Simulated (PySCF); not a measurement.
ZnMe(NH2), CH5NZn (singlet state).
SMILES: `[CH3][Zn][NH2]`

The closed-shell ground state was solved at several levels (PySCF, density fitting, gas phase, non-relativistic). Geometry: PBE0-D3(BJ)/def2-SVP; no solvent, vibrations or thermal averaging.

```json
{"level": "PBE0/pcSseg-1 (pcSseg-2 on Zn)", "basis functions": "132", "HOMO (eV)": "-6.35", "LUMO (eV)": "0.42", "gap (eV)": "6.77", "dipole (D)": "0.98"}
{"level": "PBE/pcSseg-1 (pcSseg-2 on Zn)", "basis functions": "132", "HOMO (eV)": "-4.92", "LUMO (eV)": "-0.41", "gap (eV)": "4.51", "dipole (D)": "0.91"}
{"level": "PBE0/def2-SVPD", "basis functions": "114", "HOMO (eV)": "-6.67", "LUMO (eV)": "-0.08", "gap (eV)": "6.59", "dipole (D)": "0.84"}
{"level": "PBE/pcJ-1 (pcSseg-1 on Zn)", "basis functions": "149", "HOMO (eV)": "-4.82", "LUMO (eV)": "-0.45", "gap (eV)": "4.37", "dipole (D)": "0.99"}
```

(1) What might B3LYP/pcSseg-1 (pcSseg-2 on Zn) (132 basis functions) give for the same quantities?

(2) Over all these levels, which gives the widest orbital gap and which the narrowest?

(3) In the pcSseg-1 (pcSseg-2 on Zn) basis, how does the gap go with the fixed share of exact exchange?

(4) How far do the dipole and the HOMO energy spread over the levels?

## Answers

(1) HOMO -6.07 eV, LUMO 0.09 eV, gap 6.16 eV, dipole 0.96 D.

(2) PBE0/pcSseg-1 (pcSseg-2 on Zn) (global hybrid, 25 % exact exchange) has the widest, 6.77 eV, and PBE/pcJ-1 (pcSseg-1 on Zn) (GGA) the narrowest, 4.37 eV. Functional and basis both differ between the two, so the spread mixes both effects.

(3) PBE (0 %) 4.51 eV; B3LYP (20 %) 6.16 eV; PBE0 (25 %) 6.77 eV. Each rise in the share widens the gap here.

(4) The dipole runs from 0.84 to 0.99 D (mean 0.94 D) and the HOMO from -6.67 to -4.82 eV.
